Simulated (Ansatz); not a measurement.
Energy profile

The step: SnH₄ + NH₃ → SnNH₅ ([NH2][SnH3]) + H₂; bonds formed: Sn1–N7, H2–H6; bonds broken: Sn1–H2, H6–N7 (atoms numbered as in the saddle structure below).

Sn1  (-0.887, -0.461, -0.137)
H2  (0.942, -1.196, 0.877)
H3  (-0.692, -1.793, -1.176)
H4  (-1.656, -0.693, 1.361)
H5  (-1.853, 0.692, -1.004)
H6  (1.222, -0.181, 0.542)
N7  (0.857, 0.850, -0.044)
H8  (0.762, 1.700, 0.506)
H9  (1.305, 1.082, -0.925)
(Å)

Electronic energies by CCSD(T) at an estimated basis limit (MP2 extrapolated from triple and quadruple zeta, plus CCSD(T) − MP2 in triple zeta), on PBE0-D4/def2-TZVP structures; SnNH₇, singlet; no counterpoise correction. Program: Ansatz 0.2.0. Basis: def2-TZVPP and def2-QZVPP. Cores are frozen in the correlated methods. Filled d shells of the heavier atoms are correlated. Core potentials replace the inner electrons of the atoms past krypton. The def2 sets are not built for correlating such inner shells, so the correlated values are less sure here. Extrapolation: Hartree–Fock as exp(−7.88 √X), correlation as X^−2.97.

Problem. Give the profile in eV, counted from the separated reactants. (To be estimated.)

Solution. Computed:
| point | eV |
| --- | --- |
| separated: SnH₄ (Sn1, H2, H3, H4, H5; singlet) + NH₃ (H6, N7, H8, H9; singlet) | 0.000 |
| start structure | -0.135 |
| saddle | 1.866 |
| end structure | 0.253 |
| separated: SnNH₅ (linked as [NH2][SnH3]; Sn1, H3, H4, H5, N7, H8, H9; singlet) + H₂ (H2, H6; singlet) | 0.286 |

No T1 diagnostic of these runs exceeds 0.014.

For scale, one of the runs: CCSD(T)/def2-TZVPP, 179 basis functions, launched by `ansatz run in.yaml --threads 2 --pin off --events-out ev --progress --plain --max-ram 4352MiB`. Hardware: 2 CPU threads, shared host. Wall time 24 s; peak host memory 1.9 GiB.
